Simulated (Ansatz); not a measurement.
The cluster RuPt₂⁻, relaxed as a doublet with UKS r2SCAN-D4/def2-TZVPD in Ansatz, starting from the GFN2-xTB geometry. Force threshold 0.02 eV/Å.

In the def2 sets Pt, Ru take a core potential; there is no spin–orbit coupling. The charge -1 doublet is spin-contaminated (final ⟨S²⟩ up to 2.10, 0.75 for a pure state). The highest occupied level of the charge -1 doublet lies above zero (up to 0.47 eV). Its loss leaves the charge 0 triplet, which lies 1.68 eV higher (vertical, at r2SCAN-D4/def2-TZVPD), but this difference is unsure: the triplet is doubtful (geometry relaxed on an unsound state). The relaxation made no stability test and no search for a lower SCF solution. The structure comes from a short search, and lower isomers may exist.

Start:

```xyz
3

Pt   -0.438    0.669   -1.221
Pt   -0.359    0.598    1.281
Ru    0.798   -1.267   -0.060
```

(1) Estimate the energy that the relaxation releases and the steps that it takes.

(2) Does the start keep its bonding and symmetry?

(3) Predict the relaxed structure.

Answers

(1) 8.0 kcal/mol, in 5 steps; 37 s on 4 threads of Intel Xeon 6975P-C on a shared host. No frequencies were taken in this run, so the end may be a saddle point.

(2) By distances, no bond broke or formed. The bond that changes most is Pt1–Ru3, from 2.57 to 2.38 Å (atoms count from 1). Point group C2v at the start, C2v at the end, both within 0.05 Å.

(3) 
```xyz
3

Pt   -0.394    0.597   -1.284
Pt   -0.312    0.524    1.338
Ru    0.706   -1.121   -0.054
```
Bond lengths (bridged metal pairs left out): 2 × Pt–Ru 2.38 Å; 1 × Pt–Pt 2.62 Å.
